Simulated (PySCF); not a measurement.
# Energy profile

The step: GeH₃F ([F][GeH3]) + H₂O₂ ([OH][OH]) → GeH₄O₂ ([OH][O][GeH3]) + HF; bonds formed: Ge1–O7, F2–H6; bonds broken: Ge1–F2, H6–O7 (atoms numbered as in the saddle structure below).

| atom | x (Å) | y (Å) | z (Å) |
| --- | --- | --- | --- |
| Ge1 | -0.8876 | -0.5689 | 0.2005 |
| F2 | 0.8564 | -1.1261 | 1.1755 |
| H3 | -0.7310 | -1.8935 | -0.5490 |
| H4 | -1.5789 | -0.5517 | 1.5634 |
| H5 | -1.6542 | 0.3922 | -0.7504 |
| H6 | 1.1617 | -0.0020 | 0.6291 |
| O7 | 0.6323 | 0.8193 | 0.1533 |
| O8 | 1.1085 | 0.9841 | -1.1737 |
| H9 | 1.0926 | 1.9466 | -1.2489 |

Electronic energies by CCSD(T) at an estimated basis limit (MP2 extrapolated from triple and quadruple zeta, plus CCSD(T) − MP2 in triple zeta), on PBE0-D4/def2-TZVP structures; GeH$_{5}$O$_{2}$F, singlet; no counterpoise correction. PySCF 2.14 with density fitting (its default auxiliary sets; JK sets also for MP2 and CCSD(T)); basis: def2-TZVPP and def2-QZVPP; cores frozen in the correlated methods. Filled d shells of the heavier atoms are correlated. The def2 sets are not built for correlating such inner shells, so the correlated values are less sure here. Extrapolation: Hartree–Fock as exp(−7.88 √X), correlation as X^−2.97.

Problem. Give the profile in kcal/mol, counted from the separated reactants. (Judge from chemistry; the value comes from the calculation.)

Solution. Computed:
| point | kcal/mol |
| --- | --- |
| separated: GeH$_{3}$F (linked as [F][GeH3]; Ge1, F2, H3, H4, H5; singlet) + H$_{2}$O$_{2}$ (linked as [OH][OH]; H6, O7, O8, H9; singlet) | 0.00 |
| start structure | -6.91 |
| saddle | 22.64 |
| end structure | -2.19 |
| separated: GeH$_{4}$O$_{2}$ (linked as [OH][O][GeH3]; Ge1, H3, H4, H5, O7, O8, H9; singlet) + HF (F2, H6; singlet) | 6.48 |

The T1 diagnostic stays at or below 0.014.

For scale, one of the runs: CCSD(T)/def2-TZVPP, 211 basis functions, launched by `OMP_NUM_THREADS=4 python run.py`. The run took 19 min on 4 CPU threads of an Arm Neoverse V1 (shared host), with 4.2 GiB of host memory at its peak.
